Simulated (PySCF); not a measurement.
**Fractional electron number in Ta²⁺ (tantalum, charge +2)**

The 5d alpha orbital of [Xe] 4f14 5d3 is emptied in steps (occupation f), with all orbitals relaxed, ending at [Xe] 4f14 5d2. Computed with PySCF 2.14 in def2-TZVP with the def2 core potential (60 electrons), with a scalar-relativistic core potential. The exact energy is a straight line in f; departures are measured from the line between the end points of the same method.

| f | PBE0 (eV) | r2SCAN (eV) | LC-wPBE (eV) |
| --- | --- | --- | --- |
| 1 | 0.000 | 0.000 | 0.000 |
| 0.9 | -0.335 | -0.431 | -0.079 |
| 0.7 | -0.784 | -1.005 | -0.185 |
| 0.5 | -0.934 | -1.196 | -0.219 |
| 0.3 | -0.786 | -1.004 | -0.183 |
| 0.1 | -0.337 | -0.429 | -0.078 |
| 0 | 0.000 | 0.000 | 0.000 |

| method | E(f=0) − E(f=1) (eV) | −ε at f=1 (eV) | −ε at f=0.5 (eV) |
| --- | --- | --- | --- |
| PBE0 | 24.367 | 20.648 | 24.360 |
| r2SCAN | 24.353 | 19.571 | 24.355 |
| LC-wPBE | 24.217 | 23.335 | 24.222 |

Orbital energy along the path (eV):

```json
{"f": "1", "PBE0": "-20.648", "r2SCAN": "-19.571", "LC-wPBE": "-23.335"}
{"f": "0.9", "PBE0": "-21.384", "r2SCAN": "-20.524", "LC-wPBE": "-23.512"}
{"f": "0.7", "PBE0": "-22.867", "r2SCAN": "-22.437", "LC-wPBE": "-23.868"}
{"f": "0.5", "PBE0": "-24.360", "r2SCAN": "-24.355", "LC-wPBE": "-24.222"}
{"f": "0.3", "PBE0": "-25.859", "r2SCAN": "-26.273", "LC-wPBE": "-24.569"}
{"f": "0.1", "PBE0": "-27.363", "r2SCAN": "-28.178", "LC-wPBE": "-24.911"}
{"f": "0", "PBE0": "-28.114", "r2SCAN": "-29.103", "LC-wPBE": "-25.084"}
```

Reference removal energy between the ground levels: 23.1 ± 1.6 eV (theoretical estimate listed by NIST; NIST Atomic Spectra Database, ionization energies). The calculation has no spin-orbit coupling. The determinant left behind need not be the lowest term of the ion.
